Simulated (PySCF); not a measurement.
cyclopentene (C5H8), SMILES C1=CCCC1. Geometry: PBE-D3(BJ)/def2-SVP. The values are those of a single conformer.

Computed equilibrium geometry at PBE-D3(BJ)/def2-SVP (PySCF confirms it by a frequency run) as a Z-matrix, and its point group (one conformer of several):
point group Cs.
```
C
H 1 1.1078
H 1 1.1098 2 107.03
C 1 1.5498 2 113.19 3 120.07
H 4 1.1108 1 112.82 2 -91.48
H 4 1.1156 5 105.79 1 -122.70
C 4 1.5117 5 113.34 6 -120.74
C 7 1.3480 4 111.70 5 -136.18
H 7 1.1010 8 125.02 4 177.09
H 8 1.1010 7 125.02 9 0.00
C 8 1.5117 10 123.22 7 -176.77
H 11 1.1108 8 113.34 10 -46.66
H 11 1.1156 12 105.79 8 -120.74
```
Charge 0, spin multiplicity 1.
